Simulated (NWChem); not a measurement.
System: TaO, doublet; SMILES [O]=[Ta]

Here is an NWChem input.

```
start job
memory heap 200 mb stack 900 mb global 1100 mb
geometry units angstroms noautosym nocenter noautoz
  Ta     0.000000     0.000000    -0.152170
  O      0.000000     0.000000     1.532562
end
basis spherical
  Ta library def2-svpd
  O library def2-svpd
end
ecp
  Ta library def2-ecp
end
dft
  odft
  mult 2
  xc b3lyp
  iterations 150
end
tddft
  cis
  nroots 8
end
task tddft energy
```

Output (shortened):

```
             Northwest Computational Chemistry Package (NWChem) 7.3.0
             --------------------------------------------------------

                             Geometry "geometry" -> ""
                             -------------------------

 Output coordinates in angstroms (scale by  1.889725989 to convert to a.u.)

  No.       Tag          Charge          X              Y              Z
 ---- ---------------- ---------- -------------- -------------- --------------
    1 Ta                  73.0000     0.00000000     0.00000000    -0.15217000
    2 O                    8.0000     0.00000000     0.00000000     1.53256200

 Effective nuclear repulsion energy (a.u.)     183.4354149003

                                 NWChem DFT Module
                                 -----------------

 Summary of "ao basis" -> "ao basis" (spherical)
 ------------------------------------------------------------------------------
       Tag                 Description            Shells   Functions and Types
 ---------------- ------------------------------  ------  ---------------------
 Ta                        def2-svpd                13       35   6s4p2d1f
 O                         def2-svpd                 9       23   4s3p2d

            General Information
            -------------------
          SCF calculation type: DFT
          Wavefunction type:  spin polarized.
          No. of atoms     :     2
          No. of electrons :    21
           Alpha electrons :    11
            Beta electrons :    10
          Charge           :     0
          Spin multiplicity:     2
          Use of symmetry is: off; symmetry adaption is: off
          Maximum number of iterations: 150
          AO basis - number of functions:    58
                     number of shells:    22
          Convergence on energy requested:  1.00D-06
          Convergence on density requested:  1.00D-05
          Convergence on gradient requested:  5.00D-04

              XC Information
              --------------
                         B3LYP Method XC Potential
                     Hartree-Fock (Exact) Exchange  0.200
                        Slater Exchange Functional  0.800 local
                    Becke 1988 Exchange Functional  0.720 non-local
              Lee-Yang-Parr Correlation Functional  0.810
                  VWN I RPA Correlation Functional  0.190 local

             Grid Information
             ----------------
          Grid used for XC integration:  medium
          Radial quadrature: Mura-Knowles
          Angular quadrature: Lebedev.
          Tag              B.-S. Rad. Rad. Pts. Rad. Cut. Ang. Pts.
          ---              ---------- --------- --------- ---------
          Ta                  1.45      123          10.0       590
          O                   0.60       49          10.0       434
          Grid pruning is: on
          Number of quadrature shells:   172
          Spatial weights used:  Erf1

      Superposition of Atomic Density Guess
      -------------------------------------

 Sum of atomic energies:        -136.61299369

      Non-variational initial energy
      ------------------------------

 Total energy =    -130.576364
 1-e energy   =    -261.774436
 2-e energy   =      98.531492
 HOMO         =      -0.013549
 LUMO         =      -0.013549

[...]

                                NWChem TDDFT Module
                                -------------------

            General Information
            -------------------
           No. of orbitals :     116
            Alpha orbitals :      58
             Beta orbitals :      58
        Alpha frozen cores :       0
         Beta frozen cores :       0
     Alpha frozen virtuals :       0
      Beta frozen virtuals :       0
         Spin multiplicity :       2
    Number of AO functions :      58
        Use of symmetry is : off
      Symmetry adaption is : off
         Schwarz screening :  0.10D-07

              XC Information
              --------------
                  B3LYP Method XC Potential
              Hartree-Fock (Exact) Exchange   0.20
                 Slater Exchange Functional   0.80 local
             Becke 1988 Exchange Functional   0.72 non-local
       Lee-Yang-Parr Correlation Functional   0.81
           VWN I RPA Correlation Functional   0.19 local

             TDDFT Information
             -----------------
          Calculation type : Tamm-Dancoff TDDFT
         Wavefunction type : Unrestricted
          No. of electrons :      21
           Alpha electrons :      11
            Beta electrons :      10
              No. of roots :       8
          Max subspacesize :    5600
            Max iterations :     100
               Target root :       1
           Target symmetry : none
      Symmetry restriction : off
                 Algorithm : Optimal
        Davidson threshold :  0.10D-03

    8 smallest eigenvalue differences (eV)
--------------------------------------------------------
  No. Spin  Occ  Vir  Irrep   E(Occ)    E(Vir)   E(Diff)
--------------------------------------------------------
    1    2   10   11 a        -0.210    -0.109     2.725
    2    1   11   12 a        -0.221    -0.118     2.791
    3    1   10   12 a        -0.228    -0.118     2.997
    4    2   10   12 a        -0.210    -0.092     3.205
    5    2   10   13 a        -0.210    -0.072     3.737
    6    2   10   14 a        -0.210    -0.072     3.737
    7    1   11   13 a        -0.221    -0.081     3.792
    8    1   11   14 a        -0.221    -0.081     3.792
--------------------------------------------------------

  Entering Davidson iterations
  Unrestricted

  Iter   NTrls   NConv    DeltaV     DeltaE      Time
  ----  ------  ------  ---------  ---------  ---------
    1      8       0     0.77E-01   0.10+100        5.2
    2     16       0     0.42E-01   0.19E-01        5.5
    3     24       1     0.18E-01   0.41E-02        5.7
    4     31       3     0.39E-02   0.61E-03        5.0
    5     36       4     0.32E-03   0.11E-04        4.2
    6     40       8     0.39E-04   0.93E-07        3.7
  ----  ------  ------  ---------  ---------  ---------
  Convergence criterion met

  Ground state a        -132.151607049711 a.u.
  <S2> =   0.7593

  ----------------------------------------------------------------------------
  Root   1         a              0.009958216 a.u.                0.2710 eV
  <S2> =   0.7595
  ----------------------------------------------------------------------------
     Transition Moments    X -0.00000   Y -0.00000   Z -0.00000
     Dipole Oscillator Strength                    0.0000000000
     Electric Quadrupole                           0.0000000000
     Magnetic Dipole                               0.0000003536
     Total Oscillator Strength                     0.0000003536

     Occ.   11 alpha a   ---  Virt.   12 alpha a       -0.99838
     Occ.   11 alpha a   ---  Virt.   26 alpha a        0.05569
  ----------------------------------------------------------------------------
  Root   2         a              0.023350147 a.u.                0.6354 eV
  <S2> =   2.7281
  ----------------------------------------------------------------------------
     Transition Moments    X -0.00000   Y -0.00000   Z -0.00000
     Dipole Oscillator Strength                    0.0000000000
     Electric Quadrupole                           0.0000000000
     Magnetic Dipole                               0.0000000000
     Total Oscillator Strength                     0.0000000000

     Occ.   10 alpha a   ---  Virt.   12 alpha a        0.62973
     Occ.   10 beta  a   ---  Virt.   11 beta  a       -0.77554
  ----------------------------------------------------------------------------
  Root   3         a              0.058561116 a.u.                1.5935 eV
  <S2> =   0.7597
  ----------------------------------------------------------------------------
     Transition Moments    X  0.00000   Y -0.00000   Z -0.00000
     Dipole Oscillator Strength                    0.0000000000
     Electric Quadrupole                           0.0000000050
     Magnetic Dipole                               0.0000000000
     Total Oscillator Strength                     0.0000000050

     Occ.   11 alpha a   ---  Virt.   15 alpha a        0.15473
     Occ.   10 beta  a   ---  Virt.   12 beta  a       -0.98541
  ----------------------------------------------------------------------------
  Root   4         a              0.065571455 a.u.                1.7843 eV
  <S2> =   1.4607
  ----------------------------------------------------------------------------
     Transition Moments    X  0.03329   Y -0.04046   Z  0.00000
     Dipole Oscillator Strength                    0.0001199957
     Electric Quadrupole                           0.0000000001
     Magnetic Dipole                               0.0000001746
     Total Oscillator Strength                     0.0001201703

[...]
```

Level: B3LYP/def2-SVPD with def2 effective core potentials on Ta, spin-unrestricted, TDA. The geometry was optimised at PBE0/def2-SVP, spin-unrestricted. No stability test was run on the SCF state. def2 effective core potentials on Ta; no spin-orbit coupling.
